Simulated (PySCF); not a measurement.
Telling isomers of C3HF5O2 apart by NMR

[PySCF 2.14: NMR shieldings at PBE0/pcSseg-1/GIAO; GFN2-xTB structure; fast rotation and ring inversion assumed for equivalent nuclei; in vacuum; single conformer; relativity neglected]

δ = σ(ref) − σ, references computed at the same level: 1H and 13C vs TMS. Splittings of carbon signals by F and P are missing where no couplings were computed. Where no couplings were computed, multiplicities follow the n + 1 count of equivalent neighbours, and m marks all less simple cases (inequivalent or close neighbours, rings, F or P nearby). Acid and N–H amide carbonyl carbons lie up to 10 ppm further downfield in solution (hydrogen bonding). Shifts are as computed. Against solution values, carbons near 30 ppm lie about +3 ppm off and those near 130 ppm about +5 ppm. Of 1313 compounds with measured shifts, 239 miss one by over three times the rms of a fit or turn the order of signals round; such compounds aren't used in these exercises. OH and NH positions are gas-phase values without hydrogen bonding to other molecules.

(1) Tabulate the signals of `O=C(OC(F)(F)F)C(F)F`, `O=C(O)C(F)(F)C(F)(F)F` and their relative energies.

(2) What is the quickest way to tell O=C(OC(F)(F)F)C(F)F from O=C(O)C(F)(F)C(F)(F)F?

Answers

(1) 
```tsv
SMILES	carbon types	δC	δH	E rel. (kcal/mol)
O=C(OC(F)(F)F)C(F)F	2×C 1×CH	163.1, 129.2, 116.0	6.31 (m, 1H)	2.0
O=C(O)C(F)(F)C(F)(F)F	3×C	164.2, 127.7, 115.4	6.90 (br s, 1H)	0.0
```

Energies are electronic energies at PBE0/pcSseg-1 on these geometries, without zero-point or thermal terms, each for the one conformer computed, which needn't be the lowest.

(2) Both give the same number of carbon signals, but DEPT or the intensities differ. The first has an sp3 CH bonded to 2 F, α to a carbonyl at 116.0 ppm, the second a fully substituted sp3 carbon bonded to 2 F, α to a carbonyl (C) at 115.4 ppm. Their most deshielded carbons lie at 163.1 and 164.2 ppm.
